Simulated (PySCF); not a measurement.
PBE on Rh²⁺ (rhodium, charge +2)

Configuration: [Kr] 4d7, high-spin 4F determinant. Calculation: PySCF 2.14, in def2-TZVP with the def2 core potential (28 electrons); scalar relativity through the core potential.

```
Total energy                : -109.5356 hartree
One-electron energy         : -181.2063 hartree
Hartree (Coulomb) energy    : 82.4976 hartree
Exchange-correlation energy : -10.8268 hartree
⟨S²⟩                        : 3.7507
⟨L²⟩                        : 12.008
Sum of ⟨r⟩                  : 18.77 bohr
Sum of ⟨r²⟩                 : 27.71 bohr²
Time after the integrals    : 0.57 s of wall time on 1 thread of Neoverse-N1 (shared host)
```

```
shell  electrons  mean orbital energy (eV)  spread (eV)  rms radius, mean of both spins (bohr)
 4s α          1                   -106.08            0                                   1.04
 4s β          1                   -103.62            0                                   1.04
 4p α          3                   -73.157            0                                   1.16
 4p β          3                   -70.637            0                                   1.16
 4d α          5                   -26.659        0.950                                   1.58
 4d β          2                   -24.822            0                                   1.58
```

Energies and moments cover only the electrons outside the core potential.
